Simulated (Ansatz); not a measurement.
Consider the formal hydrolysis of the Si–Si bond: `F[SiH]([SiH3])[SiH3]` + H₂O → `O[SiH](F)[SiH3]` + SiH₄.

Computed with Ansatz on PBE0-D4/def2-TZVP structures; ΔE is electronic, products minus reactants. CCSD(T)/CBS adds triple-zeta CCSD(T) − MP2 to the extrapolated MP2 energy (def2 sets, frozen cores). This one scheme is used for every species. Functionals use def2-TZVPP. One conformer a species, not always the lowest.

```
     level  ΔE (eV)
r2SCANh-D4    -1.13
   ωB97X-V    -1.16
```

What does CCSD(T)/CBS give? (Best estimate.)

Ansatz gave: -1.13 eV. The listed levels differ from it by 0.00, -0.03 eV.

Largest T1 diagnostic among the species: 0.013.

In def2-TZVPP, CCSD(T) changes the Hartree–Fock value by +0.24 eV (the triples alone add +0.03 eV) and MP2 by +0.18 eV. Leaving LDA and LC-ωPBE aside and taking each functional with its dispersion term where it has one, the values, not all of them listed here, spread over 0.32 eV, from CAM-B3LYP-D4 to revPBE-D4. LDA lies −0.06 eV from PBE without D4.
